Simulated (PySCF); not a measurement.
Predicted microwave data (PBE0-D3(BJ)/def2-SVP geometry optimisation, gas phase in PySCF 2.14.0) for one isomer of C7H9NOSi:

* Rotational constants: A = 4589, B = 410.8, C = 379.1 MHz
* Dipole components: |μa| = 3.78 D, |μb| = 0.36 D, |μc| = 0.08 D
* Inertial defect: -7.09 u·Å²
* κ: -0.98

Question: Which structure is it? (One computed conformer of each.)
A. `[CH2:1]=[N:2][c:3]1[cH:4][cH:5][c:6]([O:7][SiH3:8])[cH:9][cH:10]1` with C1–N2–C3–C4 36°, C5–C6–O7–Si8 179°
B. `[SiH3:1][O:2]/[CH:3]=[CH:4]/[c:5]1[cH:6][cH:7][n:8][cH:9][cH:10]1` with Si1–O2–C3–C4 -171°, C3–C4–C5–C6 1°
C. `[CH2:1]=[C:2]([O:3][SiH3:4])[c:5]1[cH:6][cH:7][cH:8][cH:9][n:10]1` with C1–C2–O3–Si4 1°, C1–C2–C5–C6 -179°

Answer: B. It is [SiH3]O/C=C/c1ccncc1, a near-prolate asymmetric top, point group C1. The candidates at the same level (rigid rotor, commonest isotopes):

```csv
SMILES,A (MHz),B (MHz),C (MHz),μa (D),μb (D),μc (D),Δ (u·Å²),point group,rotor
[SiH3]O/C=C/c1ccncc1,4589,410.8,379.1,3.78,0.36,0.08,-7.09,C1,near-prolate asymmetric top
C=Nc1ccc(O[SiH3])cc1,4382,523.6,474.3,0.51,0.44,0.78,-14.83,C1,near-prolate asymmetric top
C=C(O[SiH3])c1ccccn1,3151,626.3,525.7,0.07,1.46,0.00,-5.99,Cs,near-prolate asymmetric top
```

`C=Nc1ccc(O[SiH3])cc1` has B 27 % too high; `C=C(O[SiH3])c1ccccn1` has B 52 % too high. No structure here is proved a minimum.
